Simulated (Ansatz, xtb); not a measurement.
# C6H4BrN: which of two isomers lies lower

We compare a, `C#Cc1c[nH]cc1Br`, a singlet, with b, `C#Cc1cc(Br)c[nH]1`, a singlet. Both are isolated molecules in the gas phase, relaxed with B3LYP/def2-SVP.

a (Å):

```xyz
12

C    -3.0208    1.7246    0.9715
C    -2.2080    0.8502    0.7489
C    -1.2563   -0.1742    0.4947
C    -0.7980   -0.5893   -0.7539
C     0.2632   -1.8569    0.7725
C    -0.5678   -0.9945    1.4557
Br   -0.7596   -0.9142    3.3253
N     0.1076   -1.5934   -0.5676
H    -3.7391    2.4969    1.1708
H    -1.0663   -0.2270   -1.7431
H     0.5959   -2.0763   -1.3107
H     0.9398   -2.6230    1.1405
```

b (Å):

```xyz
12

C    -3.1220    0.5091    2.4773
C    -2.2989    0.0995    1.6821
C    -1.3299   -0.3723    0.7612
C    -1.4670   -1.1891   -0.3617
C    -0.1721   -1.3424   -0.9149
C     0.7249   -0.6287   -0.1353
Br    0.2737   -2.3433   -2.4500
N     0.0092   -0.0484    0.8732
H    -3.8549    0.8671    3.1755
H    -2.3958   -1.6174   -0.7283
H     1.7996   -0.5017   -0.2335
H     0.3916    0.5371    1.6049
```

Energies in hartree; the thermal terms are from GFN2-xTB frequencies at re-optimised GFN2-xTB minima (ideal gas, soft modes damped towards free rotors, one conformer each, 298.15 K, 1 atm) and include the zero-point energy:

```
                               a            b
E, CCSD(T)/def2-SVP  −2857.030831  −2857.031354
    E, MP2/def2-SVP  −2856.955029  −2856.955840
  E, MP2/def2-TZVPP  −2857.828068  −2857.828980
  zero-point energy      0.079425      0.079405
       H(298 K) − E      0.087963      0.087953
       G(298 K) − E      0.046187      0.046182
```

**Question.** Correct the CCSD(T) difference for the basis set by the MP2 change, then work out ΔE, ΔE₀, ΔH and ΔG for a → b in kJ/mol (1 Eh = 2625.50 kJ/mol) and the equilibrium ratio [b]/[a].

**Answer.** 1. Differences b − a: CCSD(T) −0.000523, MP2 in the small set −0.000811, MP2 in the large set −0.000912 Eh.
2. ΔE = −0.000523 + (−0.000912 − (−0.000811)) = −0.000624 Eh = −1.64 kJ/mol.
3. ΔE₀ = ΔE + ΔZPE = −0.000624 + (−0.000020) Eh = −1.69 kJ/mol.
4. ΔH = ΔE + (−0.000010) Eh = −1.66 kJ/mol.
5. ΔG = ΔE + (−0.000005) Eh = −1.65 kJ/mol, so ΔS = (ΔH − ΔG)/T = 0.0 J/(mol K).
6. kT = 0.9442 mEh, so K = [b]/[a] = exp(−ΔG/kT) = exp(+0.67) ≈ 1.9.

The two are too close for this level to say which is favoured. An error of 4 kJ/mol in ΔG would change K by a factor of 5. Mirror images and further conformers aren't counted.

As drawn, both hold the same kinds of bond in the same numbers.

Other levels gave ΔE = −6.1 (GFN2-xTB); −1.3 (HF/STO-3G, GFN2-xTB geometries); −6.1 (r2SCAN-D4/def2-SVP, GFN2-xTB geometries); −6.6 (B3LYP/def2-SVP); −2.5 (HF/def2-SVP); −2.1 (MP2/def2-SVP); −1.4 (CCSD(T)/def2-SVP) kJ/mol. The correlated steps freeze 16 core orbitals; the filled d shell of Br is correlated, in a basis made for valence electrons. Programs: Ansatz 0.2.0, xtb 6.7.1.
